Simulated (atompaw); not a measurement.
**An all-electron radial function and its pseudo partner (Yb)**

Columns: radius, all-electron u(r) and pseudo u(r) of the 5d shell (level -25.01 eV) of ytterbium in the configuration [Kr] 4d10 4f13 5s2 5p6 5d0 6s0 6p0; PBEsol, scalar-relativistic, PAW (atompaw) scheme, atompaw 4.2.0.5.

```csv
r (bohr),all-electron,pseudo
0.096,0.1920,0.0005
0.192,0.1037,0.0041
0.288,-0.1650,0.0135
0.385,-0.3132,0.0313
0.481,-0.3014,0.0587
0.577,-0.1905,0.0966
0.673,-0.0373,0.1449
0.769,0.1227,0.2024
0.865,0.2711,0.2674
0.962,0.4009,0.3381
1.058,0.5072,0.4100
1.154,0.5917,0.4806
1.250,0.6563,0.5470
1.346,0.7032,0.6062
1.442,0.7349,0.6559
1.538,0.7536,0.6945
1.635,0.7614,0.7214
1.731,0.7600,0.7358
1.827,0.7511,0.7389
1.923,0.7363,0.7319
2.019,0.7167,0.7165
2.115,0.6935,0.6949
2.212,0.6674,0.6687
2.308,0.6396,0.6403
2.404,0.6107,0.6108
2.500,0.5810,0.5810
```

Task: How many radial nodes do the two functions have?

Result: The all-electron 5d function has n − l − 1 = 2; the pseudo-wave has 0, since the states of the same l below it are removed with the core.

Task: Where does each function peak?

Result: Outermost all-electron maximum near 1.64 bohr, pseudo maximum near 1.83 bohr (to the table’s step).

Task: Is the pseudo-wave norm-conserving?

Result: No, it belongs to a PAW set: the norm inside the radius is not constrained, and the difference is carried by the augmentation charge.
